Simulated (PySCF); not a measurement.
# Charge on either side of a bond

Species: C7H16N2.
SMILES with atom numbers: `[CH2:1]=[CH:2][CH2:3][NH:4][N:5]([CH3:6])[CH:7]([CH3:8])[CH3:9]` (hydrogens: H10, H11 on C1; H12 on C2; H13, H14 on C3; H15 on N4; H16, H17, H18 on C6; H19 on C7; H20, H21, H22 on C8; H23, H24, H25 on C9)

Cartesian coordinates in Å at the GFN2-xTB level; atoms count from 1:
```
atom  x, y, z in Å
C1     3.925   -0.627    0.388
C2     2.640   -0.853    0.582
C3     1.611    0.215    0.777
N4     0.475   -0.049   -0.092
N5    -0.638    0.768    0.201
C6    -0.623    2.044   -0.483
C7    -1.886    0.019    0.074
C8    -1.900   -1.066    1.147
C9    -2.116   -0.592   -1.314
H10    4.329    0.372    0.364
H11    4.634   -1.428    0.258
H12    2.248   -1.861    0.599
H13    2.065    1.208    0.626
H14    1.227    0.171    1.802
H15    0.757    0.026   -1.073
H16   -1.492    2.623   -0.177
H17    0.273    2.590   -0.187
H18   -0.625    1.952   -1.581
H19   -2.689    0.735    0.283
H20   -1.778   -0.616    2.129
H21   -1.079   -1.756    0.977
H22   -2.839   -1.613    1.122
H23   -2.105    0.175   -2.085
H24   -3.082   -1.089   -1.343
H25   -1.342   -1.324   -1.531
```

Atomic charges (e) from the PBE0/pcSseg-1 density (PySCF):

```csv
atom,Mulliken,IAO,Hirshfeld,ESP-fitted
C1,-0.1475,-0.3236,-0.1075,-0.4905
C2,-0.2625,-0.1347,-0.0412,-0.1388
C3,+0.0677,-0.1484,-0.0327,+0.1401
N4,-0.3680,-0.3272,-0.0995,-0.5700
N5,-0.4574,-0.1758,-0.0485,-0.2649
C6,-0.0720,-0.3146,-0.0805,-0.3962
C7,-0.1308,+0.0105,+0.0181,+0.4294
C8,-0.1918,-0.4214,-0.1322,-0.5988
C9,-0.2413,-0.4414,-0.1314,-0.5296
H10,+0.1082,+0.1421,+0.0418,+0.1893
H11,+0.1162,+0.1516,+0.0452,+0.1985
H12,+0.1054,+0.1496,+0.0438,+0.1444
H13,+0.0984,+0.1054,+0.0293,+0.0660
H14,+0.1342,+0.1589,+0.0429,+0.0863
H15,+0.1692,+0.2178,+0.0958,+0.3739
H16,+0.1097,+0.1471,+0.0466,+0.1509
H17,+0.1180,+0.1435,+0.0396,+0.1600
H18,+0.0774,+0.1011,+0.0248,+0.1286
H19,+0.1044,+0.1261,+0.0369,+0.0449
H20,+0.1082,+0.1413,+0.0339,+0.1465
H21,+0.1199,+0.1465,+0.0300,+0.1901
H22,+0.1024,+0.1321,+0.0367,+0.1395
H23,+0.1080,+0.1308,+0.0320,+0.1290
H24,+0.1106,+0.1415,+0.0411,+0.1389
H25,+0.1135,+0.1413,+0.0341,+0.1323
```

Question: Cut each of the bonds C1–C2, C2–C3, C3–N4, N4–N5, C6–N5, C7–N5 and C8–C7 in turn and sum the charges on the side of the atom named first.

Answer: In e; the other side holds the opposite charge:

```json
{"bond cut": "C1–C2", "piece": "CH2", "atoms": "3", "Mulliken": "+0.077", "IAO": "-0.030", "Hirshfeld": "-0.021", "ESP-fitted": "-0.103"}
{"bond cut": "C2–C3", "piece": "C2H3", "atoms": "5", "Mulliken": "-0.080", "IAO": "-0.015", "Hirshfeld": "-0.018", "ESP-fitted": "-0.097"}
{"bond cut": "C3–N4", "piece": "C3H5", "atoms": "8", "Mulliken": "+0.220", "IAO": "+0.101", "Hirshfeld": "+0.022", "ESP-fitted": "+0.195"}
{"bond cut": "N4–N5", "piece": "C3H6N", "atoms": "10", "Mulliken": "+0.021", "IAO": "-0.008", "Hirshfeld": "+0.018", "ESP-fitted": "-0.001"}
{"bond cut": "C6–N5", "piece": "CH3", "atoms": "4", "Mulliken": "+0.233", "IAO": "+0.077", "Hirshfeld": "+0.031", "ESP-fitted": "+0.043"}
{"bond cut": "C7–N5", "piece": "C3H7", "atoms": "10", "Mulliken": "+0.203", "IAO": "+0.107", "Hirshfeld": "-0.001", "ESP-fitted": "+0.222"}
{"bond cut": "C8–C7", "piece": "CH3", "atoms": "4", "Mulliken": "+0.139", "IAO": "-0.002", "Hirshfeld": "-0.032", "ESP-fitted": "-0.123"}
```

Extremes among these pieces. Mulliken: lowest C2H3 at C2, highest CH3 at C6; IAO: lowest CH2 at C1, highest C3H7 at C7; Hirshfeld: lowest CH3 at C8, highest CH3 at C6; ESP-fitted: lowest CH3 at C8, highest C3H7 at C7.

Question: Do the schemes agree better on the pieces than on the single atoms at the cuts?

Answer: The spread between schemes averages 0.168 e for the pieces and 0.388 e for the atoms named first; it is smaller for the piece at 7 of the 7 cuts. On average they agree better on the pieces. The sign differs between schemes (beyond ±0.03 e) for CH2 at C1 and CH3 at C8.

Isolated species at its GFN2-xTB geometry (one conformer only).
